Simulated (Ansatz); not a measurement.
Gas-phase reaction in SMILES: CO[Si](N)(N)N + O (H2O) + 3 [SiH4] (SiH4) → CO (CH4O) [methanol] + 3 N[SiH3] + O[SiH3] [hydroxysilane]
Each molecule is optimised on its own at B3LYP-D3(BJ)/def2-TZVP (Ansatz, a quantum-chemistry and plane-wave program), one conformer each, not searched for the lowest.

Property: bond separation energy (electronic energy difference), in kJ/mol. Cores are frozen in the correlated levels unless marked. Spin-orbit coupling is left out. Non-relativistic. CBS marks a two-point X^-3 extrapolation of the correlation energy; Hartree-Fock from the larger set. The bracket is a focal-point correction in the basis named.

```csv
level,program,bond separation energy (kJ/mol)
HF/6-31G,Ansatz,129.1
HF/cc-pV(T+d)Z,Ansatz,73.7
r2SCAN-D4/def2-TZVPD,Ansatz + dftd4,96.1
PBE0/6-31G*,Ansatz,93.0
```

Task: What does RI-MP2/CBS(cc-pV(T+d)Z,cc-pV(Q+d)Z)+[CCSD(T)-MP2]/cc-pV(T+d)Z (Ansatz) give?

Result: 92.0 kJ/mol
